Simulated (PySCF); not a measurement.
Te(Et)(SiH3), SMILES CC[Te][SiH3], singlet (CAM-B3LYP/def2-SVP optimised geometry):

```
12

Te     0.840     1.293     0.000
C     -1.286     0.866    -0.248
C     -1.968     0.275     0.973
H     -1.377     0.216    -1.128
H     -1.718     1.840    -0.518
H     -1.878     0.937     1.846
H     -1.539    -0.699     1.250
H     -3.041     0.121     0.773
Si     1.554    -1.101     0.000
H      1.048    -1.795    -1.217
H      1.065    -1.840     1.197
H      3.041    -1.101     0.000
```

Calculation: PySCF with CAM-B3LYP/def2-TZVP, def2 effective core potentials past Kr.

Question: What are the frontier orbital energies and the dipole moment?

Answer: HOMO-2 -9.83 eV, HOMO-1 -9.15 eV, HOMO -7.33 eV, LUMO 0.24 eV, LUMO+1 0.94 eV; dipole moment 1.32 D.

On the same geometry PBE/def2-TZVP, def2 effective core potentials past Kr run with PySCF gives HOMO-2 -7.49 eV, HOMO-1 -6.93 eV, HOMO -5.11 eV, LUMO -1.55 eV, LUMO+1 -0.87 eV; dipole moment 1.36 D.
